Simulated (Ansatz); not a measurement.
Relaxation of BClF$_{2}$H$_{2}$OSi (8 atoms, charge 0, multiplicity 1), to a largest force component of 0.015 eV/Å in at most 40 steps.

The calculation used RKS PBE-D4/STO-3G in Ansatz.

```xyz
8
Properties=species:S:1:pos:R:3:forces:R:3
O 1.386 -1.416 0.543 -4.31 1.20 -0.08
B 0.093 -0.624 0.708 4.23 -2.24 -1.02
Si -0.561 0.567 -0.706 -1.19 1.49 1.98
F 0.530 1.801 -0.906 -0.35 -0.11 -0.33
F -2.011 1.282 -0.165 1.31 -0.44 -0.85
Cl -0.918 -0.524 -2.435 -0.22 -0.46 -1.28
H 2.069 -0.777 0.903 1.19 0.76 0.56
H -0.491 -0.726 1.696 -0.67 -0.19 1.02
```

**Question.** Where does it end, and by what steps?

**Answer.** The run converged. Limits of this set-up: minimal basis. After 29 steps the energy has fallen by 1.886 eV; O1 moved furthest, 0.77 Å.

```json
{"step": "0", "energy less start (eV)": "0.0000", "largest force component (eV/Å)": "4.309", "accepted": "yes"}
{"step": "2", "energy less start (eV)": "-0.7537", "largest force component (eV/Å)": "2.620", "accepted": "yes"}
{"step": "4", "energy less start (eV)": "-1.5925", "largest force component (eV/Å)": "2.986", "accepted": "yes"}
{"step": "6", "energy less start (eV)": "-1.8631", "largest force component (eV/Å)": "0.253", "accepted": "yes"}
{"step": "8", "energy less start (eV)": "-1.8762", "largest force component (eV/Å)": "0.071", "accepted": "yes"}
{"step": "10", "energy less start (eV)": "-1.8769", "largest force component (eV/Å)": "0.016", "accepted": "yes"}
{"step": "12", "energy less start (eV)": "-1.8786", "largest force component (eV/Å)": "0.132", "accepted": "yes"}
{"step": "14", "energy less start (eV)": "-1.8768", "largest force component (eV/Å)": "0.400", "accepted": "no"}
{"step": "16", "energy less start (eV)": "-1.8816", "largest force component (eV/Å)": "0.206", "accepted": "no"}
{"step": "18", "energy less start (eV)": "-1.8829", "largest force component (eV/Å)": "0.084", "accepted": "yes"}
{"step": "20", "energy less start (eV)": "-1.8844", "largest force component (eV/Å)": "0.129", "accepted": "yes"}
{"step": "22", "energy less start (eV)": "-1.8853", "largest force component (eV/Å)": "0.096", "accepted": "yes"}
{"step": "24", "energy less start (eV)": "-1.8858", "largest force component (eV/Å)": "0.093", "accepted": "yes"}
{"step": "26", "energy less start (eV)": "-1.8859", "largest force component (eV/Å)": "0.059", "accepted": "no"}
{"step": "28", "energy less start (eV)": "-1.8860", "largest force component (eV/Å)": "0.015", "accepted": "yes"}
{"step": "29", "energy less start (eV)": "-1.8860", "largest force component (eV/Å)": "0.010", "accepted": "yes"}
```

```xyz
8
Properties=species:S:1:pos:R:3
O 1.618 -0.689 0.639
B 0.264 -0.558 0.664
Si -0.567 0.654 -0.672
F 0.377 1.847 -1.302
F -1.924 1.425 -0.148
Cl -1.175 -0.581 -2.336
H 1.913 -1.364 1.361
H -0.411 -1.153 1.433
```

Whether the end is a true minimum wasn't checked by a vibrational analysis.

Time of the run: 29 s on 1 thread of AMD EPYC 9R45 96-Core Processor (Zen 5) (shared host), peak memory 0.19 GiB.
